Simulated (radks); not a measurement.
Task: These are the eigenvalues of the occupied orbitals of an atom or ion with whole-number occupations (eV). All-electron calculation, non-relativistic Kohn-Sham, r2SCAN, spin-polarised, spherical densities, point nucleus; meta-GGA in the generalised Kohn-Sham scheme. Program: a radial shooting solver on a logarithmic mesh with Libxc functionals.

1s up: -2089.674
1s down: -2089.251
2s up: -177.0259
2s down: -176.7662
2p up: -126.6052
2p down: -126.1009
3s up: -15.6118
3s down: -11.9535
3p up: -6.6958

Which element is it, and in what charge state? The configuration may be excited. Open shells, if any, are filled with parallel spins first.

Result: Z = 15, phosphorus, charge 0: P in [Ne] 3s2 3p3. The list shows which subshells hold electrons but not how many an open one holds; the 1s level, -76.794 hartree, gives Z - s = 12.4 by -(Z - s)^2/2, which with screening narrows Z to a few neighbours, and the depths of the outer levels then fix element, charge and occupations together.
